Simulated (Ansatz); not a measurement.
This Ansatz (a quantum-chemistry and plane-wave program) input (CCSD(T)/cc-pCVDZ) gives -167.81035 Eh with 54 basis functions. A basis named .json is the Basis Set Exchange file of that set (core-valence sets with the plain set on hydrogen).

Ansatz 0.2 input:
```yaml
crystal:
  periodic: [false, false, false]
  atoms:
    - {symbol: N, position_ang: [-0.00000000, -0.00000000, -1.25788698]}
    - {symbol: C, position_ang: [-0.00000000, -0.00000000, -0.07148933]}
    - {symbol: O, position_ang: [0.00000000, 0.00000000, 1.15426811]}
basis:
  gaussian:
    orbitals: cc-pCVDZ.json
total_charge: -1
magnetization: {spin_polarized: false}
correlation: {method: ccsd_t, frozen_orbitals: {C: 0, N: 0, O: 0}}
```

Change:
```diff
- orbitals: cc-pCVDZ.json
+ orbitals: cc-pVTZ
```

**Question.** What does the run give now?

**Answer.** -167.90974 Eh (CCSD(T)/cc-pVTZ, 90 functions), a change of -99.39 mEh.
